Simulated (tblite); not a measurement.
Species: C9H11OP.
Geometry (GFN2-xTB, Å), atoms numbered from 1 in this order:
```
atom  x, y, z in Å
O1     3.417    1.080   -0.490
C2     2.084    1.235   -0.073
P3     1.528   -0.258    0.944
C4     1.452   -1.500   -0.445
C5     0.170   -1.267   -1.254
C6    -0.811   -0.553   -0.373
C7    -2.164   -0.422   -0.628
C8    -2.966    0.283    0.257
C9    -2.422    0.854    1.396
C10   -1.069    0.726    1.661
C11   -0.267    0.031    0.772
H12    3.985    1.039    0.287
H13    1.481    1.329   -0.979
H14    1.951    2.145    0.531
H15    2.355   -1.424   -1.053
H16    1.439   -2.492    0.015
H17    0.378   -0.647   -2.131
H18   -0.241   -2.211   -1.616
H19   -2.594   -0.869   -1.513
H20   -4.023    0.383    0.057
H21   -3.056    1.397    2.082
H22   -0.640    1.158    2.554
```

Level: GFN2-xTB in tblite, geometry and Hessian alike; calculated harmonic values, unscaled, isolated species. This tight-binding method is rough: wavenumbers can miss measured ones by several per cent, in bad cases by 10 to 20. One conformer, not necessarily the lowest.

Harmonic wavenumbers (cm⁻¹): 57.4, 74.0, 109.6, 159.5, 214.3, 252.4, 274.7, 332.5, 369.0, 400.2, 450.2, 477.8, 482.3, 569.6, 654.5, 667.1, 693.7, 719.8, 757.6, 771.1, 820.3, 847.2, 880.5, 910.2, 927.9, 944.6, 1024.5, 1048.4, 1061.0, 1084.6, 1099.9, 1113.0, 1150.7, 1162.4, 1180.0, 1224.0, 1239.1, 1243.1, 1253.8, 1287.2, 1304.2, 1330.2, 1434.2, 1437.9, 1441.2, 1451.1, 1473.6, 1580.0, 1592.3, 2859.0, 2939.3, 2952.0, 2957.0, 2977.5, 2981.7, 3069.5, 3073.2, 3080.9, 3091.1, 3540.2.

A = 1915, B = 695.2, C = 595.3 MHz; mass 166.055 u (most abundant isotopes); point group C1, symmetry number 1.

Problem. What is the zero-point energy?

Solution. Half the sum of the wavenumbers: 38278 cm⁻¹ = 457.91 kJ/mol.

Problem. Give the ideal-gas entropy at 500 K and 1 bar in the rigid-rotor, harmonic-oscillator model (classical rotation).

Solution. Translation 183.36, rotation 133.58, vibration 222.89: S = 539.8 J/(mol K).

Problem. And Cp and H(500 K) − H(0)?

Solution. Cp = 278.42 J/(mol K), of which vibrations give 245.16 (their classical limit is 60 R = 498.9); H(500 K) − H(0) = 76.98 kJ/mol without the zero-point energy, 60.35 from vibrations.

Problem. How do the functions run with temperature in this model?

Solution. 
| T (K) | S (J/(mol K)) | Cp (J/(mol K)) | H − H(0) (kJ/mol) | G − H(0) (kJ/mol) | ln q(vib) |
| --- | --- | --- | --- | --- | --- |
| 50 | 251.0 | 52.6 | 2.03 | -10.52 | 0.40 |
| 100 | 294.7 | 76.0 | 5.25 | -24.22 | 1.45 |
| 298.15 | 422.2 | 179.5 | 30.21 | -95.68 | 6.55 |
| 373.15 | 466.9 | 220.1 | 45.21 | -129.03 | 8.64 |
| 750 | 668.8 | 356.4 | 157.18 | -344.44 | 19.49 |
| 1000 | 778.5 | 405.0 | 252.78 | -525.72 | 26.34 |

q(vib) and H(0) count from the zero-point level.

Problem. What must be added to the electronic energy to get the Gibbs energy at 500 K and 1 bar?

Solution. ZPE + [H(500 K) − H(0)] − T·S = 457.91 + 76.98 − 269.91 = 264.98 kJ/mol.

Problem. Blend soft modes into free rotors: weight 1/[1 + (100 cm⁻¹/ν̃)⁴] for the oscillator and the rest for a rotor with moment μB/(μ + B), μ = h/(8π²ν), B = 10⁻⁴⁴ kg m². What vibrational entropy results?

Solution. 210.00 J/(mol K) in place of 222.89, which changes −T·S at 500 K by +6.44 kJ/mol.

Problem. Which modes carry the vibrational entropy at 500 K?

Solution. 57.4 cm⁻¹: 23.30; 74.0 cm⁻¹: 21.19; 109.6 cm⁻¹: 17.94; 159.5 cm⁻¹: 14.86; 214.3 cm⁻¹: 12.46; 252.4 cm⁻¹: 11.15 J/(mol K); the other 54 give 121.97 together.

Hindered rotation and anharmonicity are outside this model. Other conformers, if any are populated, would add a mixing term that is left out. The structure is chiral; the term R ln 2 for an equal mix with its mirror image is left out.
